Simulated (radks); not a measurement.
Q: Coherent X-ray form factor from a spherical all-electron density. Calculated with a radial shooting solver on a logarithmic mesh with Libxc functionals: non-relativistic Kohn-Sham, PBE, spin-polarised, spherical densities, point nucleus.

| sin(theta)/lambda (1/angstrom) | f0 (electrons) |
|---|---|
| 0.05 | 23.761 |
| 0.1 | 23.071 |
| 0.15 | 22.007 |
| 0.2 | 20.675 |
| 0.25 | 19.186 |
| 0.3 | 17.643 |
| 0.4 | 14.695 |
| 0.5 | 12.216 |
| 0.6 | 10.310 |
| 0.8 | 7.939 |
| 1 | 6.707 |
| 1.25 | 5.732 |
| 1.5 | 4.887 |
| 2 | 3.373 |

The species is in the configuration that NIST lists as its ground one. Which atom or ion scatters so?

A: The cobalt ion Co3+, [Ar] 3d6. Extrapolating in s^2 from the first two rows gives f0(0) = 24.0, near the electron count 24; among species with that count, the fall with angle is slower the higher Z, and the table is that of Z = 27; from so few rows the species is fixed only to a neighbour or two.
